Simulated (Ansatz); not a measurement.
The same path of BCl2H + BrH (6 atoms, charge 0, multiplicity 1) was run twice with different band settings. Lost on the way: B1–H2, Br5–H6. Made: B1–Br5, H2–H6.

All numbers below come from Ansatz, RKS PBE/def2-SVP.

Relaxed end points:

```xyz
6
Properties=species:S:1:pos:R:3
B -0.006 0.457 -0.228
H -0.001 0.630 0.969
Cl 1.510 0.404 -1.099
Cl -1.529 0.328 -1.077
Br 0.088 -2.888 1.207
H 0.074 -2.016 2.347
```

```xyz
6
Properties=species:S:1:pos:R:3
B 0.020 -0.718 -0.750
H 0.016 0.354 2.494
Cl 1.514 0.170 -0.973
Cl -1.519 0.094 -0.951
Br 0.070 -2.579 -0.300
H 0.035 -0.407 2.599
```

Common settings: climbing image yes; spring 5.0 eV/Å²; optimiser quadratic models (default); start path through a guess of the saddle point; force threshold 0.05 eV/Å; iteration limit 60; end points relaxed.

| run | movable images |
| --- | --- |
| 1 | 7 |
| 2 | 2 |

Task: What does each run give, and how far can it be trusted?

Result: Run 1: converged after 26 iterations, highest image 0.650 eV above the first end. A vibrational analysis at the climbing image gives one clearly imaginary mode, 542i cm⁻¹: a first-order saddle point.
Run 2: converged after 26 iterations, highest image 0.650 eV above the first end. Another band between the same ends (7 images) ends at a top of the same energy, where a vibrational analysis finds 1 clearly imaginary mode. So few images can step over the top or miss a turn of the path.
The orbitals stay closed-shell, which can raise the energy where a bond breaks towards radicals; this wasn't checked here.
